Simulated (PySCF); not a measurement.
**Electronic structure of V (vanadium, neutral) at the PBE0 level**

Configuration: [Ar] 3d3 4s2, high-spin 4F determinant. Calculation: PySCF 2.14, in cc-pVDZ; no relativity, point nucleus.

```
Total energy                                     : -943.694 hartree
One-electron energy                              : -1294.290 hartree
Hartree (Coulomb) energy                         : 395.592 hartree
Exchange-correlation energy                      : -44.996 hartree
Kinetic energy                                   : 942.57116 hartree
⟨S²⟩                                             : 3.7556
⟨L²⟩                                             : 12.007
Sum of ⟨r⟩                                       : 21.47 bohr
Sum of ⟨r²⟩                                      : 45.34 bohr²
Density at the nucleus (Gaussians lack the cusp) : 8120 bohr⁻³
Spin density at the nucleus                      : 0.556 bohr⁻³
Langevin diamagnetic susceptibility              : -35.9 ×10⁻⁶ cm³/mol
Time after the integrals                         : 1.2 s of wall time on 1 thread of Neoverse-N1 (shared host)
```

```csv
shell,electrons,mean orbital energy (eV),"rms radius, mean of both spins (bohr)"
1s α,1,-5365.3,0.0776
1s β,1,-5365.3,0.0776
2s α,1,-609.62,0.337
2s β,1,-608.51,0.337
2p α,3,-513.47,0.304
2p β,3,-512.53,0.304
3s α,1,-75.163,1.03
3s β,1,-71.784,1.03
3p α,3,-48.407,1.11
3p β,3,-44.750,1.11
3d α,3,-8.459,1.56
4s α,1,-5.464,3.72
4s β,1,-4.841,3.72
```
